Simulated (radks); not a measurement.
All-electron atom: Yb31+ in [Kr] 4d3.

All-electron calculation, scalar-relativistic Kohn-Sham, LB94 model potential, spin-polarised, spherical densities, finite nucleus; open shells are filled with parallel spins first (spin-orbit coupling, left out, can overturn this in heavy ions); Fermi nuclear charge, rms radius 5.3108 fm. Program: a radial shooting solver on a logarithmic mesh with Libxc functionals.

Energy parts (eV):
part                  energy
kinetic            403912.43
electron-nucleus  -859562.00
Hartree             93512.85
(The LB94 potential has no energy functional, so no total or exchange-correlation energy is given.)

Orbitals (lengths in bohr, moments of r in powers of bohr; <r^-3> diverges for s and p1/2):
orbital	occ.	eigenvalue (eV)	<r^-3>	<1/r>	<r>
1s down	1	-62649.17	-	80.69	0.01964
1s up	1	-62649.04	-	80.69	0.01964
2s up	1	-11635.55	-	18.82	0.08318
2s down	1	-11634.67	-	18.83	0.08317
2p up	3	-10405.56	16080	17.30	0.07397
2p down	3	-10405.04	16090	17.30	0.07396
3s up	1	-3539.999	-	7.001	0.2149
3s down	1	-3539.624	-	6.994	0.2150
3p up	3	-3168.258	3567	6.533	0.2138
3p down	3	-3167.742	3559	6.527	0.2139
3d up	5	-2720.801	470.9	6.194	0.1932
3d down	5	-2719.270	470.2	6.190	0.1934
4s up	1	-1523.826	-	3.251	0.4475
4s down	1	-1519.672	-	3.260	0.4469
4p up	3	-1389.349	1046	3.046	0.4618
4p down	3	-1384.990	1053	3.054	0.4613
4d up	3	-1219.018	132.4	2.850	0.4648
4d down	0	-1214.976	133.6	2.859	0.4640

The highest occupied level is 4d up at -1219.0 eV. The spin density at the nucleus is -12.99 e/bohr^3 (1s 1.68, 2s -18.30, 3s 29.63, 4s -26.00). Summed over all electrons, <r^2> = 3.551 bohr^2, which gives a Langevin (diamagnetic) susceptibility term of -2.81 x 10^-6 cm^3/mol. For comparison, the ionisation energy in NIST's Atomic Spectra Database is 1224 eV (theoretical). In exact Kohn-Sham theory the highest level is minus the ionisation energy, but local and semilocal functionals leave it too shallow, through self-interaction and a potential that decays too fast; potentials with the right tail come closer.
